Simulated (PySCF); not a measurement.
## Shapes and spin states of MnN(OH)

Computed with PBE0/[Mn def2-SVP, N def2-SVP, O def2-SVP, H def2-SVP], no relativity, density fitting, PySCF.

Relaxations began from a few typed shapes and spin states; open shells are unrestricted. The search is not exhaustive: other isomers or separated fragments can lie lower, and high-lying points may rest on an excited occupation.

Order these stationary points by electronic energy, lowest first, in kJ/mol from the lowest minimum.
A. broken-symmetry Ms = 3/2 (⟨S²⟩ 5.19) Cs: Mn–N 1.768 Å, Mn–O 1.770 Å, O–H 0.954 Å; H–O–Mn 173.3°, N–Mn–O 178.4°
B. broken-symmetry Ms = 1/2 (⟨S²⟩ 1.97) Cs: Mn–N 1.523 Å, Mn–O 1.753 Å, O–H 0.960 Å; H–O–Mn 129.2°, N–Mn–O 130.1°

A (0.0), B (83.8).

Which of them are minima?

By energy in kJ/mol, 0.0: minimum; 83.8: minimum.

For the lowest minimum: the determinant is spin-contaminated (⟨S²⟩ = 5.19, pure value 3.75). Open d and f shells are described by one determinant, and the ground state may have another occupation or spin.
